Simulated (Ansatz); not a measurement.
Reaction (silylene formation by 1,1-elimination): `N[SiH](F)F` → F₂ + `N[SiH]`

Computed with Ansatz on PBE0-D4/def2-TZVP structures; ΔE is electronic, products minus reactants. CCSD(T)/CBS is extrapolated from def2-TZVPP and def2-QZVPP, frozen cores. Each species was taken in one conformer, which may not be the lowest.

| species | CCSD(T)/CBS(def2) energy (Eh) |
| --- | --- |
| `N[SiH](F)F` | -545.34452 |
| F₂ | -199.39575 |
| `N[SiH]` | -345.55824 |

Q: Work out ΔE.

A: ΔE = (-199.39575) + (-345.55824) − (-545.34452) = 0.39053 Eh = +245.1 kcal/mol.

Largest T1 diagnostic among the species: 0.015.

From BLYP to BHLYP (50 % exact exchange), in def2-TZVPP and without D4, ΔE moves by +25.5 kcal/mol. The D4 term adds +1.6 kcal/mol with B3LYP and +0.8 kcal/mol with PBE0; it sums over pairs of atoms, weighted by their polarisabilities, and B3LYP, whose exchange is more repulsive, gets the larger term. In def2-TZVPP, CCSD(T) changes the Hartree–Fock value by −16.5 kcal/mol (the triples alone add −3.0 kcal/mol) and MP2 by −4.2 kcal/mol.

B3LYP here is the variant with VWN-RPA as its local correlation; programs differ in this.
